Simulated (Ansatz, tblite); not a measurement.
Isomers of Ca4Te4 (singlet), found by a short tight-binding search and relaxed with r2SCAN-D4/def2-SVP in Ansatz.

In the def2 sets Te takes a core potential; there is no spin–orbit coupling. The xTB rows come from tblite. Correlated methods freeze 36 core orbitals; core or outer-core shells of Ca, Te are correlated, in sets that lack core-valence functions.

Other spin states weren't relaxed.

A:

```xyz
8

Ca    1.407   -0.199    2.976
Ca   -0.266   -3.275   -0.098
Ca    0.250    3.276    0.105
Ca   -1.390    0.197   -2.984
Te    1.541    2.644    2.591
Te   -1.287   -2.659   -2.710
Te   -1.109    2.997   -2.410
Te    0.854   -2.981    2.530
```

B:

```xyz
8

Ca    1.243    1.534   -1.695
Ca   -1.079   -3.550   -0.181
Ca   -1.353    2.195    0.186
Ca    0.884   -0.982    1.550
Te    1.472    1.916    1.333
Te   -0.767    3.498   -2.311
Te    0.502   -3.866    2.123
Te   -0.902   -0.746   -1.004
```

C:

```xyz
8

Ca   -1.6564   -1.4698   -0.6708
Ca    0.5327   -0.3984    2.2168
Ca    1.8819   -0.3055   -1.3130
Ca   -0.7582    2.1736   -0.2328
Te   -0.6559    0.4901   -2.7298
Te   -2.3163    0.3762    1.6173
Te    0.9334   -2.6765    0.2859
Te    2.0387    1.8102    0.8264
```

Estimate which lies lowest at each level, and how far above it the others are (kJ/mol).


| level | A | B | C |
| --- | --- | --- | --- |
| GFN1-xTB | 351.2 | 159.6 | 0.0 |
| GFN2-xTB | 159.3 | 102.1 | 0.0 |
| HF/def2-SVP | 254.0 | 245.1 | 0.0 |
| PBE-D4/def2-TZVP | 363.1 | 226.5 | 0.0 |
| r2SCAN-D4/def2-TZVP | 352.0 | 235.6 | 0.0 |
| PBE0-D4/def2-TZVP | 363.3 | 242.5 | 0.0 |
| MP2/def2-SVP | 385.3 | 278.7 | 0.0 |
Point groups (tolerance 0.1 Å): A not assigned, B not assigned, C Td. Lower isomers may exist.
